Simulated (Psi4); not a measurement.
HBN, doublet (typed; the unrestricted solution is spin-contaminated), at a GFN2-xTB geometry; CCSD(T)/6-31G** (Psi4).

Psi4 was given this input:
```
memory 2 GB

molecule {
0 2
B    -0.00000000   -0.00000000   -0.84064362
N     0.00000000    0.00000000    0.40129173
H     0.00000000    0.00000000    1.39417598
}

set {
  basis 6-31g**
  reference uhf
  freeze_core true
  mp2_type conv
  scf_type pk
  puream true
  d_convergence 1e-8
}

energy('ccsd(t)')
print_variables()
```

### Question
Predict the main parts of the log of this Psi4 run.

### Answer

```
   => Loading Basis Set <=

    Name: 6-31G**
    Role: ORBITAL
    Keyword: BASIS

         ---------------------------------------------------------
                                   SCF
               by Justin Turney, Rob Parrish, Andy Simmonett
                          and Daniel G. A. Smith
                              UHF Reference
         ---------------------------------------------------------

  ==> Geometry <==

    Molecular point group: c2v
    Full point group: C_inf_v

    Geometry (in Angstrom), charge = 0, multiplicity = 2:

       Center              X                  Y                   Z               Mass
    ------------   -----------------  -----------------  -----------------  -----------------
         B            0.000000000000     0.000000000000    -0.754921808096    11.009305360000
         N            0.000000000000     0.000000000000     0.487013541904    14.003074004430
         H            0.000000000000     0.000000000000     1.479897791904     1.007825032230

  Running in c2v symmetry.

  Rotational constants: A = ************  B =      1.42827  C =      1.42827 [cm^-1]
  Rotational constants: A = ************  B =  42818.58988  C =  42818.58988 [MHz]
  Nuclear repulsion =   19.827902569911906

  Charge       = 0
  Multiplicity = 2
  Electrons    = 13
  Nalpha       = 7
  Nbeta        = 6

  ==> Algorithm <==

  SCF Algorithm Type is PK.
  DIIS enabled.
  MOM disabled.
  Fractional occupation disabled.
  Guess Type is SAD.
  Energy threshold   = 1.00e-08
  Density threshold  = 1.00e-08
  Integral threshold = 1.00e-12

  ==> Primary Basis <==

  Basis Set: 6-31G**
    Blend: 6-31G**
    Number of shells: 15
    Number of basis functions: 33
    Number of Cartesian functions: 35
    Spherical Harmonics?: true
    Max angular momentum: 2

  ==> Integral Setup <==

  Using in-core PK algorithm.
   Calculation information:
      Number of atoms:                   3
      Number of AO shells:              15
      Number of primitives:             35
      Number of atomic orbitals:        35
      Number of basis functions:        33

      Integral cutoff                 1.00e-12
      Number of threads:                 1

  Performing in-core PK
  Using 315282 doubles for integral storage.
  We computed 7260 shell quartets total.
  Whereas there are 7260 unique shell quartets.

  ==> DiskJK: Disk-Based J/K Matrices <==

    J tasked:                  Yes
    K tasked:                  Yes
    wK tasked:                  No
    Schwarz Cutoff:          1E-12

  Minimum eigenvalue in the overlap matrix is 1.1787805639E-02.
  Reciprocal condition number of the overlap matrix is 3.1184153788E-03.
    Using symmetric orthogonalization.

  ==> Pre-Iterations <==

  SCF Guess: Superposition of Atomic Densities via on-the-fly atomic UHF (no occupation information).

   -------------------------
    Irrep   Nso     Nmo
   -------------------------
     A1        17      17
     A2         2       2
     B1         7       7
     B2         7       7
   -------------------------
    Total      33      33
   -------------------------

  ==> Iterations <==

                        Total Energy        Delta E     RMS |[F,P]|

   @UHF iter SAD:   -78.78993424791312   -7.87899e+01   0.00000e+00
   @UHF iter   1:   -79.53911184533140   -7.49178e-01   2.38551e-02 DIIS/ADIIS
   @UHF iter   2:   -79.59030949740711   -5.11977e-02   1.80439e-02 DIIS/ADIIS
   @UHF iter   3:   -79.64647299632288   -5.61635e-02   1.90953e-03 DIIS/ADIIS
   @UHF iter   4:   -79.64798648666978   -1.51349e-03   8.38419e-04 DIIS/ADIIS
   @UHF iter   5:   -79.64859297326426   -6.06487e-04   6.40007e-04 DIIS/ADIIS
   @UHF iter   6:   -79.64937206840800   -7.79095e-04   4.50781e-04 DIIS/ADIIS
   @UHF iter   7:   -79.65006424610843   -6.92178e-04   1.32566e-04 DIIS/ADIIS
   @UHF iter   8:   -79.65007491940781   -1.06733e-05   3.45151e-05 DIIS
   @UHF iter   9:   -79.65007624232375   -1.32292e-06   1.11961e-05 DIIS
   @UHF iter  10:   -79.65007631444080   -7.21170e-08   3.11135e-06 DIIS
   @UHF iter  11:   -79.65007632109487   -6.65408e-09   6.79436e-07 DIIS
   @UHF iter  12:   -79.65007632131788   -2.23011e-10   7.94081e-08 DIIS
   @UHF iter  13:   -79.65007632132038   -2.50111e-12   2.18214e-08 DIIS
   @UHF iter  14:   -79.65007632132088   -4.97380e-13   5.75771e-09 DIIS
  Energy and wave function converged.

  ==> Post-Iterations <==

   @Spin Contamination Metric:   1.006332930E-01
   @S^2 Expected:                7.500000000E-01
   @S^2 Observed:                8.506332930E-01
   @S   Expected:                5.000000000E-01
   @S   Observed:                5.000000000E-01

    Orbital Energies [Eh]
    ---------------------

    Alpha Occupied:

[...]
       1B1    -0.408563

    Alpha Virtual:

[...]
    Beta Occupied:

[...]
    Beta Virtual:

[...]
    Final Occupation by Irrep:
             A1    A2    B1    B2
    DOCC [     4,    0,    1,    1 ]
    SOCC [     1,    0,    0,    0 ]
    NA   [     5,    0,    1,    1 ]
    NB   [     4,    0,    1,    1 ]

  @UHF Final Energy:   -79.65007632132088

   => Energetics <=

    Nuclear Repulsion Energy =             19.8279025699119060
    One-Electron Energy =                -146.7489162856538485
    Two-Electron Energy =                  47.2709373944210540
    Total Energy =                        -79.6500763213208813

  UHF NO Occupations:
  HONO-2 :    1 B2 1.9748397
  HONO-1 :    1 B1 1.9748397
  HONO-0 :    5 A1 1.0000000
  LUNO+0 :    2 B1 0.0251603
  LUNO+1 :    2 B2 0.0251603
  LUNO+2 :    6 A1 0.0005213
  LUNO+3 :    7 A1 0.0001074

Computation Completed

Properties will be evaluated at   0.000000,   0.000000,   0.000000 [a0]

Properties computed using the SCF density matrix

 Multipole Moments:

 ------------------------------------------------------------------------------------
     Multipole            Electronic (a.u.)      Nuclear  (a.u.)        Total (a.u.)
[...]
     1        -0.220606912913659    7.366e-02    0.020221    0.000000    0.000000    0.000000
     2        -0.228346009981347    3.066e-02    0.025654    0.000000    0.000000    0.000000
     3        -0.231882596273636    2.135e-02    0.035960    0.000000    0.000000    0.000000
     4        -0.232228519681345    9.763e-03    0.040851    0.000000    0.000000    0.000000
     5        -0.232499450340822    4.359e-03    0.043320    0.000000    0.000000    0.000000
     6        -0.232552643802921    1.522e-03    0.043614    0.000000    0.000000    0.000000
     7        -0.232564464012681    5.186e-04    0.043607    0.000000    0.000000    0.000000
     8        -0.232568483412763    2.559e-04    0.043589    0.000000    0.000000    0.000000
     9        -0.232567629406088    1.039e-04    0.043572    0.000000    0.000000    0.000000
    10        -0.232570371425659    3.748e-05    0.043560    0.000000    0.000000    0.000000
    11        -0.232570540065313    7.418e-06    0.043562    0.000000    0.000000    0.000000
    12        -0.232570938927050    2.269e-06    0.043561    0.000000    0.000000    0.000000
    13        -0.232571004080846    7.069e-07    0.043561    0.000000    0.000000    0.000000
    14        -0.232571007306981    1.757e-07    0.043561    0.000000    0.000000    0.000000
    15        -0.232571007195401    8.153e-08    0.043561    0.000000    0.000000    0.000000

    Iterations converged.

    Largest TIA Amplitudes:
              3  14        -0.0229109006
              4  20        -0.0229109006
              3  16        -0.0219923952
              4  22        -0.0219923952
              3  17         0.0128367706
              4  23         0.0128367706
              2   0         0.0088471218
              3  15         0.0070350515
              4  21         0.0070350515
              2   3         0.0057957596

    Largest Tia Amplitudes:
              2  15         0.0766611454
              3  21         0.0766611454
              2  16         0.0280988155
              3  22         0.0280988155
              1   0         0.0214573544
              0   0         0.0110132247
              1   1        -0.0082627870
              2  18         0.0080913645
              3  24         0.0080913645
              0   1         0.0073299115

    Largest TIJAB Amplitudes:
      4   3  20  14        -0.0451775373
      3   2  14   1         0.0177853809
      4   2  20   1         0.0177853809
      3   2  15   2        -0.0177491450
      4   2  21   2        -0.0177491450
      4   3  22  16        -0.0151854288
      4   3  20  16        -0.0151210398
      4   3  22  14        -0.0151210398
      4   3  21  15        -0.0144922082
      3   1  14   3        -0.0138625490

    Largest Tijab Amplitudes:
      3   2  21  15        -0.0241870967
      3   2  23  17        -0.0186546492
      2   1  17   5        -0.0139418079
      3   1  23   5        -0.0139418079
      3   2  14   9        -0.0131830459
      3   2  21  17        -0.0129976594
      3   2  23  15        -0.0129976594
      2   1  15   4        -0.0115619855
      3   1  21   4        -0.0115619855
      2   1  17   1         0.0113283684

    Largest TIjAb Amplitudes:
      3   2  14  15        -0.0784430832
      4   3  20  21        -0.0784430832
      2   2  14   0        -0.0557163812
      2   3  20   0        -0.0557163812
      3   3  14  21        -0.0494025661
      4   2  20  15        -0.0494025661
      3   2  16  17        -0.0335776654
      4   3  22  23        -0.0335776654
      3   2  14  17        -0.0321483187
      4   3  20  23        -0.0321483187

    SCF energy       (wfn)                    =  -79.650076321320881
    Reference energy (file100)                =  -79.650076321320867

    Opposite-spin MP2 correlation energy      =   -0.158801196158756
    Same-spin MP2 correlation energy          =   -0.058862863870075
    Singles MP2 correlation energy            =   -0.000000000000000
    MP2 correlation energy                    =   -0.217664060028830
      * MP2 total energy                      =  -79.867740381349691

    Opposite-spin CCSD correlation energy     =   -0.181176743721345
    Same-spin CCSD correlation energy         =   -0.051394263474056
    Singles CCSD correlation energy           =    0.000000000000000
    CCSD correlation energy                   =   -0.232571007195401
      * CCSD total energy                     =  -79.882647328516271

            **************************
            *                        *
            *        CCTRIPLES       *
            *                        *
            **************************

    Wave function   =    CCSD_T
    Reference wfn   =      UHF

    Nuclear Rep. energy (wfn)                =   19.827902569911906
    SCF energy          (wfn)                =  -79.650076321320881
    Reference energy    (file100)            =  -79.650076321320867
    CCSD energy         (file100)            =   -0.232571007195401
    Total CCSD energy   (file100)            =  -79.882647328516271

    Number of ijk index combinations:
    Spin Case AAA:                                  10
    Spin Case BBB:                                   4
    Spin Case AAB:                                  40
    Spin Case ABB:                                  30
    AAA (T) energy                             =   -0.000268210943689
    BBB (T) energy                             =   -0.000073830855306
    AAB (T) energy                             =   -0.005181646344032
    ABB (T) energy                             =   -0.003242849008398
    (T) energy                                   =   -0.008766537151425
      * CCSD(T) total energy                     =  -79.891413865667687

  Variable Map:
  ----------------------------------------------------------------------------
[...]
  Array Variable Map:
  ----------------------------------------------------------------------------
[...]
[...]
```
